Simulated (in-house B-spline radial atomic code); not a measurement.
Settings and results of a run for neutral titanium (an excited or competing configuration). Method: Dirac-Hartree-Fock, average of configuration, Fermi nucleus of rms radius 3.5921 fm. Calculated with an all-electron radial atomic-structure program (B-spline basis).

Command:
```bash
python run_scf.py task.json out
```
Settings (nuclear radius in fm, mass in u):
```
Z                22
configuration    [Ar] 3d2 4s1 4p1
hamiltonian      dirac
method           hf
spin_polarised   False
nucleus          fermi
rms_radius       3.5921
atomic_mass      47.94794
speed_of_light   137.035999084
```

Output (hartree, bohr):
```
 radial grid: 78 intervals, B-splines of order 8, outer radius 50 bohr

 iter        energy (Eh)    residual
    1       -848.9383355    3.38e-01
    2       -851.3514150    1.81e-01
    3       -852.6195837    3.83e-02
    4       -852.7327270    6.96e-03
    5       -852.7420277    5.14e-03
    6       -852.7439593    3.76e-04
    7       -852.7439837    3.21e-04
    8       -852.7439874    3.90e-05
    9       -852.7439874    8.41e-06
   10       -852.7439875    3.86e-07
   11       -852.7439875    1.45e-08

 total energy                     -852.743987
 kinetic                            861.75187
 electron-nucleus                 -2029.10279
 electron-electron                  314.60693

 first-order corrections (not in the total)
   Gaunt                            0.28897
   retardation                     -0.02415
   frequency dependence            -0.00048
   self-energy                      0.18990
   Uehling                         -0.01465
   Wichmann-Kroll                   0.00006
   recoil                           0.00775

 orbital      occ     eigenvalue          <r>       <r^2>       <1/r>     <1/r^3>     <1/r^2>       r_max    small
 1s1/2      2.000     -184.53152    0.0695299  0.00650201     21.8101           -     970.468     0.04557  6.21e-03
 2s1/2      2.000      -21.71400     0.322265    0.122757     4.59336           -        88.6      0.2678  1.10e-03
 2p1/2      2.000      -18.02438     0.286847    0.101374     4.49907           -     28.3062      0.2182  1.06e-03
 2p3/2      4.000      -17.80744     0.289441    0.103079     4.44353     259.893     27.2104      0.2204  1.05e-03
 3s1/2      2.000       -2.96093       1.0068     1.16666     1.38345           -     11.8403      0.8683  2.15e-04
 3p1/2      2.000       -1.87217      1.08397     1.37981     1.25389           -      3.5194      0.9012  1.83e-04
 3p3/2      4.000       -1.84615       1.0916     1.39919     1.24277     27.9228     3.39306      0.9074  1.81e-04
 3d3/2      0.800       -0.44802      1.47513     2.79997    0.900409     1.99381     1.11584      0.9979  1.03e-04
 3d5/2      1.200       -0.44660      1.47878     2.81354    0.898057     1.97266     1.10951           1  1.03e-04
 4s1/2      1.000       -0.28042      3.56947     14.6174    0.356145           -    0.812345       2.965  1.89e-05
 4p1/2      0.333       -0.14248      4.92418     28.1389    0.253983           -    0.160121       3.981  9.52e-06
 4p3/2      0.667       -0.14166      4.95049     28.4321    0.252487    0.890089    0.155787       4.005  9.43e-06
```

Run time, properties included: 1.3 s on 1 thread of Arm Neoverse V2, with other jobs on the host.

For the Dirac Hamiltonian the kinetic term is c α·p + (β - 1)c².
